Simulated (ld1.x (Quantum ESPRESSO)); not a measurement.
**C (Z = 6): variants of one TM potential**

Base potential:

```json
{
 "Element": "C",
 "Generator": "ld1.x (Quantum ESPRESSO) 7.5",
 "Type": "norm-conserving Troullier–Martins (Kleinman–Bylander form)",
 "Functional": "PW91",
 "Relativity": "scalar-relativistic",
 "Frozen core": "[He]",
 "Valence charge": "4",
 "Reference configuration": "2s2 2p2",
 "Partial waves": "2s (bound): rc 1.00 bohr; 2p (bound): rc 3.10 bohr",
 "Local potential": "all-electron potential smoothed inside 1.30 bohr (lloc = -1)",
 "Core correction": "none"
}
```

Cutoffs, loose and tight: the cutoffs (Ry, on a coarse ladder) from which the occupation-weighted sum of valence levels, in a spherical-Bessel basis at the reference potential, stays within 10 and 1 mRy of its value at 400 Ry. They do not see the model core or the augmentation charge, which bear on the density cutoff. Test errors are all-electron minus pseudo excitation energies from the reference, over the configurations 2s2 2p1; 2s2 2p0; 2s1 2p0; 2s2 2p2.3; 2s1 2p3; 2s0 2p4; 2s2 2p1.5. A dash means not determined; rows that change the core or the reference have their own tests.

| change | outcome | cutoff, loose | cutoff, tight | bound ghosts | largest test error (meV) |
| --- | --- | --- | --- | --- | --- |
| base | generated | 35 Ry | 90 Ry | none | +2392 |
| all radii scaled by about 0.75 (s 0.74, p 2.32 bohr); local potential all-electron potential smoothed inside 0.98 bohr (lloc = -1) | generated | 140 Ry | 260 Ry | none | +980 |
| all radii scaled by about 0.97 (s 0.96, p 3.00 bohr); local potential all-electron potential smoothed inside 1.26 bohr (lloc = -1) | generated | 35 Ry | 90 Ry | none | +2222 |
| all radii scaled by about 1.05 (s 1.06, p 3.26 bohr); local potential all-electron potential smoothed inside 1.36 bohr (lloc = -1) | generated | 35 Ry | 90 Ry | none | +2762 |
| all radii scaled by about 1.09 (s 1.08, p 3.38 bohr); local potential all-electron potential smoothed inside 1.42 bohr (lloc = -1) | generated | 35 Ry | 90 Ry | none | +2963 |
| all radii scaled by about 1.19 (s 1.20, p 3.68 bohr); local potential all-electron potential smoothed inside 1.54 bohr (lloc = -1) | generated | 35 Ry | 90 Ry | none | +3874 |
| all radii scaled by about 1.26 (s 1.26, p 3.92 bohr); local potential all-electron potential smoothed inside 1.64 bohr (lloc = -1) | generated | 35 Ry | 80 Ry | none | +4390 |
| all radii scaled by about 1.32 (s 1.32, p 4.08 bohr); local potential all-electron potential smoothed inside 1.70 bohr (lloc = -1) | generated | 30 Ry | 70 Ry | none | +4947 |
| all radii scaled by about 1.39 (s 1.38, p 4.30 bohr); local potential all-electron potential smoothed inside 1.80 bohr (lloc = -1) | generated | 30 Ry | 70 Ry | none | +5542 |

What comes out with this change to the base: all radii scaled by about 0.90 (s 0.90, p 2.78 bohr); local potential all-electron potential smoothed inside 1.16 bohr (lloc = -1)?

outcome: generated; cutoff, loose: 40 Ry; cutoff, tight: 110 Ry; bound ghosts: none; largest test error (meV): +1775.

What comes out with this change to the base: all radii scaled by about 0.84 (s 0.84, p 2.60 bohr); local potential all-electron potential smoothed inside 1.10 bohr (lloc = -1)?

outcome: generated; cutoff, loose: 80 Ry; cutoff, tight: 180 Ry; bound ghosts: none; largest test error (meV): +1410.

Reading the sweep of the scale of all radii (base = 1) (base included, trends over the rows without a ghost): The loose cutoff falls from 140 Ry at 0.75 to 30 Ry at 1.39. A larger radius leaves more room for a smooth pseudo-wave, so fewer plane waves are needed; a smaller one forces it to follow the all-electron wave where it bends sharply. The median size of the test errors (rows with all tests solved) rises from 52.6 meV at 0.75 to 455.8 meV at 1.39, with one reversal. More of the atom is replaced by a form fitted at one configuration, so other configurations suffer as the radius grows.
